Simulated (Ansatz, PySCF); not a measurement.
System: C₂H₆BO (charge 0, doublet). SMILES: C[B]OC
Structure (B3LYP-D3(BJ)/def2-TZVP (Ansatz, a program for electronic structure) minimum search):
```xyz
10

C      1.9177    -0.3018    -0.5644
B      0.6518     0.1803     0.2116
O     -0.5976    -0.1244    -0.1357
C     -1.7587     0.3149     0.5719
H      2.5742    -0.8746     0.0960
H      1.6617    -0.9218    -1.4306
H      2.5042     0.5550    -0.9064
H     -1.4813     0.9296     1.4292
H     -2.3099    -0.5635     0.9068
H     -2.3811     0.8906    -0.1128
```
Charge 0, spin multiplicity 2.

Quantity: enthalpy of formation at 298 K, in kcal/mol. Terms: open shells spin-unrestricted; non-relativistic; six Cartesian d functions in 6-31G* and its kin unless marked 5d; LANL2DZ all-electron up to Ne; 6-311+G** with 5d; no spin-orbit coupling; valence correlation only; dispersion terms only where a functional's name holds one. CBS(X,Y): correlation extrapolated as X^-3; Hartree-Fock from the larger set. First-principles rows: single points at B3LYP-D3(BJ) geometries (Ansatz), with unscaled harmonic terms from B3LYP/6-31G* (Ansatz) at its own minima, enthalpies of formation by atomisation with measured atoms.

Coupled cluster (Ansatz) is a level with limits of its own, used here on species with T1 under 0.025 (0.045 for open shells) and stable references: CCSD(T)/CBS(cc-pVTZ,cc-pVQZ).

Value to compare with, CCSD(T)/CBS(cc-pVTZ,cc-pVQZ) (Ansatz): -20.5 kcal/mol.

```csv
level,program,enthalpy of formation at 298 K (kcal/mol),difference
HF/3-21G,Ansatz,231.3,251.8
HF/6-31G*,Ansatz,202.5,223.0
PBE/STO-3G,Ansatz,-227.2,-206.7
PBE/LANL2DZ,Ansatz,-16.6,3.9
PBE/def2-SVP,Ansatz,-50.4,-29.9
PBE/6-311+G**,Ansatz,-37.4,-16.9
BP86/def2-SVP,PySCF,-57.3,-36.8
BP86/6-31G* (5d),PySCF,-53.1,-32.6
B3LYP/3-21G,Ansatz,-11.0,9.5
B3LYP/cc-pVDZ,Ansatz,-8.7,11.8
B3LYP/6-311+G**,Ansatz,-16.6,3.9
M06-2X/6-31G* (5d),PySCF,-28.4,-7.9
MP2/STO-3G,Ansatz,-39.2,-18.7
B3LYP/def2-TZVPD,Ansatz,-21.6,-1.1
```

Among the 13 habitual levels, HF/3-21G lies farthest from CCSD(T)/CBS(cc-pVTZ,cc-pVQZ) (Ansatz) (251.8 kcal/mol); 6 of 13 lie above it, and their mean absolute difference is 65.6 kcal/mol, the median 18.7. One case shows no general order.

The levels are drawn from those run, B3LYP/6-31G* more often than the rest, none by its result; left out are runs that failed, that the program found above a lower state of the same kind, or whose <S^2> lies over 0.5 above the pure value.
